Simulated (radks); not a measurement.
Values are calculated unless marked as measured or tabulated.
Valence configurations of the zinc ion Zn+ (all share [Ar]). Level of theory: Dirac Kohn-Sham, PBE, spin-unpolarised, spherical densities, point nucleus; open shells are shared between the two j in proportion to 2j + 1 (a radial shooting solver on a logarithmic mesh with Libxc functionals). Energies are relative to 3d10 4s1; eigenvalues in eV.

| valence | E (eV) | e(3d3/2) | e(3d5/2) | e(4p1/2) | e(4p3/2) | e(4s1/2) |
|---|---|---|---|---|---|---|
| 3d10 4s1 | 0.000 | -19.975 | -19.616 | - | - | -13.997 |
| 3d9 4s2 | 8.012 | -26.543 | -26.156 | - | - | -15.891 |
| 3d10 4p1 | 6.323 | -21.763 | -21.402 | -8.773 | -8.640 | - |
| 3d9.5 4s1.5 | 3.424 | -23.130 | -22.757 | - | - | -14.934 |
| 3d9 4s1 4p1 | 15.025 | -28.276 | -27.888 | -9.921 | -9.756 | -16.921 |
| 3d10 4s0.5 4p0.5 | 3.134 | -20.885 | -20.526 | -8.331 | -8.203 | -14.569 |
| 3d9.5 4s1 4p0.5 | 6.730 | -24.028 | -23.654 | -8.914 | -8.771 | -15.483 |
| 3d8.5 4s1 4p1.5 | 24.998 | -32.703 | -32.299 | -10.892 | -10.703 | -18.312 |
| 3d7 4s1 4p3 | 65.975 | -46.935 | -46.484 | -13.637 | -13.376 | -22.255 |
| 3d8.5 4s2 4p0.5 | 17.541 | -31.057 | -30.654 | -10.118 | -9.940 | -17.365 |

NIST lists [Ar] 3d10 4s1 as the ground configuration; this level of theory agrees among the configurations tried. The energies are those of spherical spin-averaged densities, not of single terms.
